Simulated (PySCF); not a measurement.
Ni(OH)2: Ni(II) (d8), charge 0. The structure is a model geometry with rigid ligands and bond lengths from ionic radii, not a minimum; coordination linear, point group C2h, metal–donor distances 1.78 Å.

```
5

Ni    0.0000    0.0000    0.0000
O     0.0000    0.0000    1.7800
H     0.8000    0.0000    2.3200
O     0.0000    0.0000   -1.7800
H    -0.8000    0.0000   -2.3200
```

Method (PySCF 2.14, density fitting): CASSCF(8,5) with orbitals averaged over all microstates of the shell, strongly contracted NEVPT2 on the averaged canonical orbitals; basis x2c-TZVPall on the metal, x2c-SVPall elsewhere; spin-free X2C; gas phase; spin-orbit coupling by state interaction with the mean-field operator over all roots.

Question: Which term lies lowest, and with what spin?

Answer: 3Bg (S = 1, orbital degeneracy 1), orbital occupations from the lowest 1.8 1.9 1.8 1.1 1.4, by NEVPT2.

Question: Where do the spin-allowed transitions within the shell lie?

Answer: By NEVPT2, the lowest six: 3Bg at 1309 cm⁻¹; 3Ag at 2538 cm⁻¹; 3Bg at 5395 cm⁻¹; 3Ag at 5402 cm⁻¹; 3Bg at 6731 cm⁻¹ (1486 nm); 3Ag at 6857 cm⁻¹ (1458 nm). All are electric-dipole forbidden at this geometry.

Question: Which is the lowest state of another spin?

Answer: 1Ag at 14180 cm⁻¹ by NEVPT2; CASSCF alone puts it at 15924 cm⁻¹ above the same ground state.

Question: What ligand-field parameters describe the result?

Answer: At CASSCF level (the NEVPT2 levels don't fit a ligand-field model well): orbital energies 0, 14, 4264, 6631, 8325 cm⁻¹; B = 1225 cm⁻¹; C = 4642 cm⁻¹; B over its free-ion value at the same level 0.929; rms of the fit 274 cm⁻¹; ζ = 638 cm⁻¹ (free ion 660).

Question: What are the magnetic parameters?

Answer: The ground multiplet can be fitted only roughly by a spin Hamiltonian with S = 1, g = 1.879, 2.512, 3.647, D = -240.23 cm⁻¹, E/|D| = 0.11 (spin-orbit part alone); the lowest levels hold 87 % of the spin-free ground state. μeff is 4.25 μB at 300 K and 1.95 μB at 10 K; the spin-only value is 2.83 μB.

NEVPT2 lifts 3Ag from 2601 to 5402 cm⁻¹; on the d shell alone such lifts tend to overshoot.

The job took 3 s on one thread of Arm Neoverse V2 (shared host), with 86 basis functions, launched as `OMP_NUM_THREADS=1 python lf_run.py task.json out`.
